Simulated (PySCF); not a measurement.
These 2 structures share the formula C4H9O2P. The calculation used PBE0-D3(BJ)/def2-SVP geometry optimisation, gas phase (PySCF). Energies are electronic, without zero-point or thermal terms, for one conformer each. No frequencies were run at this level. Point groups hold within 0.08 Å.

Task: Order them by energy at this level, lowest first, and give relative energies in kcal/mol.
A. `[CH3:1][O:2]/[CH:3]=[P:4]\[CH2:5][O:6][CH3:7]` with C1–O2–C3–P4 179°, C3–P4–C5–O6 75°, P4–C5–O6–C7 68°
B. `[CH3:1][C:2](=[O:3])[P:4]([CH3:5])[CH2:6][OH:7]` with C1–C2–P4–C5 -76°, C2–P4–C6–O7 51°, P4–C6–O7–H -65°

Result: B (0.0), A (42.2).

As drawn, the lower has a C=O bond and an O–H bond, which the higher lacks.

```tsv
SMILES	E (Eh)	E rel (kcal/mol)	dipole (D)	point group	A, B, C (MHz)
CC(=O)P(C)CO	-648.83197	0.0	2.45	C1	2806, 1866, 1394
CO/C=P\COC	-648.76473	42.2	2.34	C1	3391, 1298, 1056
```

Task: How do the relative energies change in single points at PBE0/pcSseg-1 (no added dispersion term) on the same geometries?

Result: 
```json
{"SMILES": "CC(=O)P(C)CO", "PBE0-D3(BJ)/def2-SVP (kcal/mol)": "0.0", "PBE0/pcSseg-1 (kcal/mol)": "0.0", "shift": "0.0"}
{"SMILES": "CO/C=P\\COC", "PBE0-D3(BJ)/def2-SVP (kcal/mol)": "42.2", "PBE0/pcSseg-1 (kcal/mol)": "41.9", "shift": "-0.3"}
```

Each column counts from its own lowest isomer. The order is unchanged; the largest shift is 0.3 kcal/mol.
